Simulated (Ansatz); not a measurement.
Isomers of C3H8Si2. All species are isolated molecules in the gas phase. One relaxed conformer stands for each flexible species; it need not be the lowest. Strings in code marks are SMILES.

Quantity: electronic energy of isomers of C3H8Si2 relative to `CC1=C[Si@@H]1[SiH3]`, in kJ/mol. The restricted reference of `[SiH2]=C=CC[SiH3]` is unstable towards unrestricted orbitals.

Case: `[SiH2]=C=CC[SiH3]`. Geometry of `C([SiH3])C=C=[SiH2]` (neutral, multiplicity 1, Å):

```xyz
13

Si     2.9446     0.3817     0.3357
C      1.4529     0.1761    -0.4071
C      0.2753    -0.0076    -0.9504
C     -0.8280    -0.8509    -0.3825
Si    -2.0931     0.2249     0.5271
H      3.1792     1.4526     1.3154
H      4.1027    -0.4567    -0.0074
H      0.0300     0.5164    -1.8765
H     -1.3466    -1.3921    -1.1790
H     -0.4285    -1.5806     0.3238
H     -3.2279    -0.6090     0.9934
H     -1.4489     0.8723     1.6917
H     -2.6116     1.2730    -0.3842
```

Question: What electronic energy of isomers of C3H8Si2 relative to `CC1=C[Si@@H]1[SiH3]` does frozen-core MP2/cc-pVTZ // B3LYP-D3(BJ)/def2-TZVP (Ansatz, a first-principles code) give?

Answer: 74.2 kJ/mol.
